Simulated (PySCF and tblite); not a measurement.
The numbers below are computed, except where a source is named.
C₈H₁₁F₃, numbered as in [F:1][CH:2]([F:3])[C@H:4]1[CH2:5][C@@H:6]2[CH2:7][C@H:8]1[CH2:9][C@@H:10]2[F:11].

First level. Free energies: PBE0-D3(BJ)/def2-SVP (IEF-PCM, cyclohexane) on GFN2-xTB structures plus GFN2-xTB thermal terms, symmetry and mirror images included. Conformers within 2.5 kcal/mol (GFN2-xTB free energy) were kept, 2 at most. GIAO shieldings: KT3/pcSseg-1 (IEF-PCM, cyclohexane). Shifts are against TMS (¹H), TMS (¹³C) at the same level; of two unlike H on one atom, a is the less shielded. (PySCF 2.14, tblite 0.8.)

It gives, at 298.15 K, with 2 conformers (largest weight 91 %): ¹H: 6.37 (H2, 1H), 5.36 (H10, 1H), 2.48 (H6, 1H), 2.44 (H8, 1H), 2.37 (H4, 1H), 2.05 (H5a, 1H), 1.86 (H9a, 1H), 1.81 (H9b, 1H), 1.69 (H5b, 1H), 1.47 (H7a, 1H), 1.38 (H7b, 1H) ppm. ¹³C: 124.9 (C2), 95.4 (C10), 47.4 (C4), 46.3 (C6), 42.8 (C8), 40.0 (C7), 36.2 (C9), 25.5 (C5) ppm.

Second level: GFN2-xTB geometries, energies PBE-D3(BJ)/def2-SVP, shieldings B97-2/pcSseg-1, on up to 2 of the same conformers.

Problem. How do the averaged shifts change?

Solution. 
| signal | first | second | change (ppm) |
| --- | --- | --- | --- |
| H2 | 6.37 | 6.19 | -0.18 |
| H4 | 2.37 | 2.35 | -0.02 |
| H5a | 2.05 | 2.04 | 0.00 |
| H5b | 1.69 | 1.66 | -0.03 |
| H6 | 2.48 | 2.38 | -0.10 |
| H7a | 1.47 | 1.37 | -0.10 |
| H7b | 1.38 | 1.23 | -0.14 |
| H8 | 2.44 | 2.32 | -0.12 |
| H9b | 1.81 | 1.81 | 0.00 |
| H9a | 1.86 | 1.79 | -0.07 |
| H10 | 5.36 | 5.21 | -0.15 |
| C2 | 124.9 | 124.8 | -0.1 |
| C4 | 47.4 | 46.5 | -0.9 |
| C5 | 25.5 | 25.0 | -0.5 |
| C6 | 46.3 | 45.5 | -0.8 |
| C7 | 40.0 | 39.8 | -0.2 |
| C8 | 42.8 | 41.5 | -1.3 |
| C9 | 36.2 | 35.7 | -0.5 |
| C10 | 95.4 | 94.8 | -0.6 |

The largest weight becomes 91 %.

Shifts are unscaled: against experiment ¹³C can be off by 15 ppm or more and ¹H by 0.8 ppm. For its torsions the set is small; conformers may be missing.


Conformer gaps in def2-SVP on xTB geometries can be 2 kcal/mol too large for S=O, P=O and other polar bonds.